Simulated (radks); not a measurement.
Values are calculated unless marked as measured or tabulated.
Question: Ionisation of Li, [He] 2s1, to Li+, [He], under several functionals. Dirac Kohn-Sham, spin-unpolarised, spherical densities, point nucleus; a radial shooting solver on a logarithmic mesh with Libxc functionals. Known Delta-SCF values: exchange-only LDA 4.524 eV; PBE 5.296 eV; exchange-only B88 4.879 eV. What does RPBE give, and what is its highest occupied eigenvalue?

Answer: 5.390 eV by Delta-SCF; the 2s1/2 eigenvalue is -2.901 eV. NIST: 5.392 eV (measured).

Beside tabulated values, note that spin-unpolarised runs miss the spin-polarisation part of the exchange energy of open shells.
